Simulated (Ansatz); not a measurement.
Molecule: sum formula SiN2H5, net charge -1, singlet state. It need not be the lowest isomer of its formula. Whether it binds its extra electron was not tested at this geometry. 
Structure (B3LYP-D3(BJ)/def2-TZVP (Ansatz, an electronic-structure program) minimum search):
SMILES: [NH-][SiH2]N
```xyz
8

Si     0.1051    -0.4026    -0.1471
N      1.4200     0.5635    -0.4101
N     -1.3555     0.2016     0.7260
H      0.5291    -1.5705     0.6999
H     -0.6477    -1.0300    -1.3239
H      1.2813     1.3266    -1.0693
H     -1.0942     0.8729     1.4430
H     -1.9912     0.6829     0.0978
```
Charge -1, spin multiplicity 1.

Basis-set convergence of Hartree-Fock and CCSD correlation energies (hartree) with Ansatz. Cores are frozen in the correlated levels unless marked. No spin-orbit coupling. No relativistic terms. This anion needs diffuse functions, which these sets lack.

```tsv
basis	functions	E(HF)	E(corr, CCSD)
cc-pV(D+d)Z	76	-400.74398	-0.49530
cc-pV(T+d)Z	169	-400.80952	-0.60536
cc-pV(Q+d)Z	324	-400.82729	-0.64122
cc-pV(5+d)Z	557	___	___
```

Problem. Fill in the missing entries.

Solution. 
- cc-pV(5+d)Z, E(HF): -400.83194
- cc-pV(5+d)Z, E(corr, CCSD): -0.65316
